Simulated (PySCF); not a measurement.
# Static response to an electric field

[(OH)3Sn]2NH.
Structure used (PBE0-D3(BJ)/def2-SVP), in Å, numbered top down from 1:
```
atom  x, y, z in Å
Sn1    1.243    0.892    0.549
O2     2.135    2.183    1.729
O3    -0.030    1.862   -0.651
O4     2.602   -0.054   -0.497
N5    -0.061   -0.366    1.457
Sn6   -1.279   -1.092    0.019
O7    -2.402    0.209   -0.936
O8     0.247   -1.568   -1.182
O9    -2.410   -2.614    0.518
H10    3.059    1.938    1.864
H11    0.401    2.433   -1.298
H12    2.115   -0.811   -0.873
H13   -0.507   -0.005    2.300
H14   -1.836    1.004   -0.998
H15   -0.006   -1.558   -2.113
H16   -3.306   -2.487    0.178
```

Level: CAM-B3LYP/def2-SVPD (PySCF), static field, nuclei fixed, core orbitals frozen in the response. The polarisability tensor in these axes (au):

```
x   112.44  13.28   4.53
y    13.28 101.91   2.23
z     4.53   2.23  92.34
```

**Question.** What are the eigenvalues, a third of the trace, and Δα (Δα² = ½Σ(αi − αj)² over the three pairs)?

**Answer.** Principal values 91.22, 93.18 and 122.29 au; mean 102.23 au = 15.15 Å³ = 16.86 × 10⁻⁴⁰ C²·m²/J; Δα = 30.14 au (29 % of the mean).

**Question.** What is the dipole moment, and where does it point?

**Answer.** (-0.40, 0.65, -0.48) D, 0.90 D in size, pointing from the negative to the positive side. Measured along this direction, the outermost atoms are O9, H12, N5 and H13 at the negative end and H11 at the positive end.

**Question.** Orientational against electronic polarisability at 500 K (dilute gas, rigid molecules)?

**Answer.** In Gaussian units μ²/3kT = 3.91 Å³ against 15.15 Å³, a ratio of 0.26; the Debye molar polarisation (4π/3)N_A(α + μ²/3kT) is 48.1 cm³/mol, leaving out the vibrational part.

**Question.** Find the Langevin capture rate constant for H3O+ (19.018 u) meeting this molecule (356.832 u), k = 2.342 × 10⁻⁹ cm³/s × √(α in Å³ / reduced mass in u).

**Answer.** The reduced mass is 18.06 u, so k = 2.15 × 10⁻⁹ cm³/s. The formula leaves out the permanent dipole, which adds to the capture rate.

**Question.** Molar refractivity from α?

**Answer.** Lorentz–Lorenz: R = (4π/3)N_A α = 2.5225 cm³/(mol·Å³) × 15.15 Å³ = 38.2 cm³/mol, in the limit of long wavelengths.

**Question.** What would n − 1 = 2πNα be for an ideal gas of these molecules at 400 K and 1 atm, electronic part alone?

**Answer.** N = p/kT = 1.8347 × 10¹⁹ cm⁻³, so n − 1 = 2π × N × 15.15 × 10⁻²⁴ cm³ = 1746 × 10⁻⁶ at long wavelengths.

The structure is a single PBE0-D3(BJ)/def2-SVP conformer in the gas phase; no vibrational or solvent corrections. Atoms past krypton carry effective core potentials; spin–orbit coupling is left out.

The run behind these numbers computed excited states and ΔSCF ions as well. Time: 12 min (with the writing of density and orbital grids); peak memory 1.8 GiB. Hardware: one thread, Arm Neoverse V1 (aarch64), on a shared host.
